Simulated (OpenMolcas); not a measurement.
**4s² 4p along the 31-electron sequence**

```json
{
  "Program": "OpenMolcas 26.06",
  "Method": "MS-CASPT2, IPEA 0.25 Eh, imaginary shift 0.1 Eh",
  "Basis": "ANO-RCC-VQZP",
  "Scalar Hamiltonian": "DKH2, point nucleus",
  "Spin-orbit coupling": "RASSI with atomic mean-field integrals over the reference wave functions, term energies averaged over their components"
}
```

Active space for each ion: 3 electrons in 8 orbitals (4s 4p 5s 5p); closed shells correlated by CASPT2: 3d.

Computed levels in cm-1 above ²P°_1/2:

```csv
Level,As2+,Se3+,Br4+,Kr5+
²P°_3/2,2600,3760,5330,7220
weight of ²P° in the lowest level (%),100,100,100,100
```

Measured, with the error of the calculation in %. Measured levels: As2+, Se3+, Br4+ from Moore, Atomic Energy Levels, vol. II, NSRDS-NBS 35 (1971 reprint of NBS Circular 467, 1952); Kr5+ from Saloman, J. Phys. Chem. Ref. Data 36, 215 (2007).

| Level | As2+ | Se3+ | Br4+ | Kr5+ |
| --- | --- | --- | --- | --- |
| ²P°_3/2 | 2940 (-11.4) | 4376 (-14.1) | 6090 (-12.5) | 8110 (-11.0) |

The fine-structure level ²P°_3/2 changes by a factor of 2.78 from As2+ to Kr5+. Its fourth root runs 7.14, 7.83, 8.54, 9.22, with steps per unit of Z of 0.69, 0.71, 0.67; equal steps would mean a (Z - σ)^4 law with constant σ.

Over all roots computed the reference weight is 0.87 to 0.98 in As2+, 0.89 to 0.98 in Se3+, 0.90 to 0.99 in Br4+, 0.90 to 0.99 in Kr5+; the roots of lowest weight are the least certain, and an intruder state may touch them. The run also gave levels led by 4s² 5p, which use shells meant for correlation; these and all levels above them are left out (holds for As2+). Active for correlation alone: 5p 5s; no level in the range computed is led by a configuration that fills them, so any true level of that kind is missing (holds for Se3+; Br4+; Kr5+). Measured partners are found by configuration, term and J. A level has none where our copy of the source lacks it or the pairing is in doubt (some pairs that miss far off the trend of their configuration count as doubtful), and it then counts in no deviation. Only configurations of the active space appear.

° marks odd parity.
